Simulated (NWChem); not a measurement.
System: MgNH2F; SMILES [NH2][Mg][F]

```xyz
5

Mg    -0.1398     0.3130    -0.0003
F      0.2326     2.0166    -0.0004
N     -0.5432    -1.5296    -0.0001
H     -0.6598    -2.1155    -0.8193
H     -0.6803    -2.1110     0.8191
```
Atoms are numbered in this order, from 1.

The geometry was optimised at B3LYP/6-31G* (spherical d).

Problem. Give the principal values of the shielding tensors (ppm) of Mg1, F2, N3 from BHandHLYP/pcSseg-1, GIAO (NWChem), with their diamagnetic and paramagnetic parts as GIAO splits them.

Solution. 
| atom | σ11 | σ22 | σ33 | isotropic | diamagnetic | paramagnetic |
|---|---|---|---|---|---|---|
| Mg1 | 411.5 | 426.2 | 691.8 | 509.8 | 707.9 | -198.1 |
| F2 | 401.8 | 422.3 | 482.1 | 435.4 | 474.8 | -39.4 |
| N3 | 264.7 | 307.2 | 366.9 | 312.9 | 318.4 | -5.4 |
